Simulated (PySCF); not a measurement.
CH₆SeSi.
SMILES with atom numbers: `[CH3:1][SiH2:2][SeH:3]` (hydrogens: H4, H5, H6 on C1; H7, H8 on Si2; H9 on Se3)

Level of theory: PBE0-D3(BJ)/def2-SVP geometry optimisation, gas phase in PySCF 2.14.0.

Question: Give the optimised bond lengths and angles.

Answer: 
```tsv
bond	length (pm)	order
C1–Si2	187.4	single
Si2–Se3	229.0	single
C1–H4, C1–H5, C1–H6	110.1	single
Si2–H7, Si2–H8	149.4	single
Se3–H9	147.3	single
```

Bonds in one row agree within 1 pm and their mean is given. Orders are formal, as drawn. A selection of angles:
```tsv
angle	degrees
Si2–C1–H4	110.2
Si2–C1–H5	111.2
H4–C1–H5	108.2
H5–C1–H6	108.8
C1–Si2–Se3	111.5
C1–Si2–H7	111.7
C1–Si2–H8	110.3
Se3–Si2–H7	103.7
Se3–Si2–H8	110.3
H7–Si2–H8	109.1
Si2–Se3–H9	92.9
```

Dihedral angles: H9–Se3–Si2–C1 -64° (synclinal). The mirror-image conformer, all signs reversed, is as good.

Si2 (SiH2 silicon) is distorted tetrahedral (angles from 103.7° to 111.7°).

Whether it is a minimum is left open (no frequencies). The numbers are those of one conformer (C1–Si2–Se3–H -64°).
